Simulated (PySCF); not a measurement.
Polarisability and C₆ of Be⁺ (beryllium, charge +1)

[He] 2s1, 2S determinant. Calculation: PySCF 2.14, in aug-cc-pCVTZ-DK with one added diffuse shell each of s, p, d, f type (8s7p5d3f, 75 functions); the spin-free X2C one-electron Hamiltonian (Gaussian nucleus). Coupled (time-dependent) response in atomic units; α is the mean over directions.

```tsv
method	mean α (bohr³)	C₆ (like pair)	S(−4)
UHF	24.86	70.83	1129
PBE	21.59	57.62	852.0
PBE0	22.29	60.37	908.1
HSE06	22.37	60.64	914.6
M06-L	21.08	58.11	735.9
```

S(−4) is the Cauchy moment in α(ω) = α(0) + S(−4) ω² + …

α(iu) at PBE:

| u (hartree) | α(iu) (bohr³) |
| --- | --- |
| 0 | 21.59 |
| 0.0500 | 19.66 |
| 0.100 | 15.55 |
| 0.200 | 8.655 |
| 0.300 | 5.144 |
| 0.500 | 2.396 |
| 0.750 | 1.258 |
| 1.00 | 0.7889 |
| 1.50 | 0.4075 |
| 2.00 | 0.2569 |
| 3.00 | 0.1375 |
| 5.00 | 0.06471 |

A single London oscillator, α(iu) = α/(1 + u²/ω²), gives C₆ = (3/4) ω α². Matching the computed C₆ needs ω = 4 × 57.62 / (3 × 21.59²) = 0.165 hartree.

For an ion, C₆ is the dispersion term alone; charge-induced terms of lower order in 1/R come first.
